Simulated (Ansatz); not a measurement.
Ideal-gas functions of `[CH3][Ga]([F])[TeH]` at 400 K and 1 bar, from an Ansatz frequency run at PBE0-D4/def2-TZVP.

Molar mass 232.36 g/mol, point group Cs (symmetry number 1), electronic degeneracy 1, moments of inertia 90.818, 484.559, 572.223 u Å². Harmonic wavenumbers (cm⁻¹, unscaled): 29, 96, 139, 152, 227, 242, 531, 584, 664, 711, 759, 1223, 1443, 1445, 2151, 3063, 3150, 3170.

Use S(trans) = R[1.5 ln M + 2.5 ln T − 1.1517]; rotational temperatures θ = 24.2544 K / I; S(rot) = R[ln(√π/σ · √(T³/θAθBθC)) + 1.5]; for each mode x = 1.438777 ν̃/T, S = R[x/(eˣ − 1) − ln(1 − e⁻ˣ)] and H = RT x/(eˣ − 1); 1 cm⁻¹ = 0.0119627 kJ/mol; R = 8.31446 J/(mol·K).

By hand: the entropy, in J/(mol·K).

Translation 182.9. Rotation: θ = 0.2671, 0.0501, 0.0424 K, giving 123.0. Vibration, mode by mode: 27.11, 17.20, 14.16, 13.44, 10.23, 9.73, 4.09, 3.52, 2.81, 2.46, 2.14, 0.56, 0.29, 0.29, 0.03, 0.00, 0.00, 0.00, in all 108.1. Electronic 0.0. Sum 414.0 J/(mol·K).

By hand: H − E and G − E in kJ/mol, counted from the electronic energy.

Zero-point energy ½ × 19779 × 0.0119627 = 118.3; thermal vibration 19.9; translation, rotation and pV give 4 RT = 13.3. H − E = 151.5 kJ/mol, and G − E = 151.5 − 400 × 414.0/1000 = -14.1 kJ/mol.

Vibration gives 26 % of the entropy, 58.5 J/(mol·K) of it from the modes under 150 cm⁻¹: soft modes count most, and the harmonic formula is weakest for them.
